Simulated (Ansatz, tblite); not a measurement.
Cost and result up the ladder for HfS₂⁻ (3 atoms). Charge -1, multiplicity 2. Geometry: PBE-D4/def2-TZVPD.

```xyz
3

Hf    0.402   -0.642    0.267
S     1.089    1.485    0.723
S    -1.492   -0.843   -0.990
```

Ansatz on 4 threads of Intel Xeon on a shared host; xTB runs through tblite on one thread. Times are rough, summed over both states, and most runs start from the orbitals of an earlier one. B2PLYP/def2-TZVPD serves as the yardstick here, not as an exact answer. The other state is a quartet at its own geometry.

In the def2 sets Hf takes a core potential; there is no spin–orbit coupling. The xTB rows come from tblite. B3LYP takes the VWN-RPA correlation. Correlated methods freeze 10 core orbitals; core or outer-core shells of Hf are correlated, in sets that lack core-valence functions. The structure comes from a short search, and lower isomers may exist.

xTB has no spin-polarisation term.

| level | functions | wall time | quartet − doublet (eV) | difference from B2PLYP/def2-TZVPD (eV) | remarks |
| --- | --- | --- | --- | --- | --- |
| GFN1-xTB | 27 | 0.018 s | 3.25 | 0.88 | – |
| GFN2-xTB | 27 | 0.023 s | 1.36 | -1.01 | – |
| LDA (SPW92)/def2-TZVPD | 135 | 5.1 s | 2.40 | 0.03 | HOMO above zero (quartet) |
| MP2/def2-TZVPD | 135 | 10 s | 2.79 | 0.42 | – |
| revPBE-D4/def2-TZVPD | 135 | 10 s | 2.08 | -0.29 | HOMO above zero (quartet) |
| PBE-D4/def2-TZVPD | 135 | 11 s | 2.15 | -0.22 | HOMO above zero (quartet) |
| RPA@PBE/def2-TZVPD | 135 | 14 s | 2.15 | -0.22 | – |
| B3LYP-D4/def2-TZVPD (with forces) | 135 | 16 s | 2.18 | -0.19 | HOMO above zero (quartet) |
| B2PLYP/def2-TZVPD | 135 | 18 s | 2.37 | 0.00 | – |
| r2SCAN-D4/def2-TZVPD | 135 | 23 s | 2.05 | -0.32 | HOMO above zero (quartet) |
| r2SCANh-D4/def2-TZVPD | 135 | 26 s | 2.07 | -0.30 | HOMO above zero (quartet) |
| PBE0-D4/def2-TZVPD | 135 | 34 s | 2.18 | -0.19 | HOMO above zero (quartet) |
| CCSD(T)/def2-TZVPPD | 161 | 98 s | 2.35 | -0.02 | large T1 (quartet) |
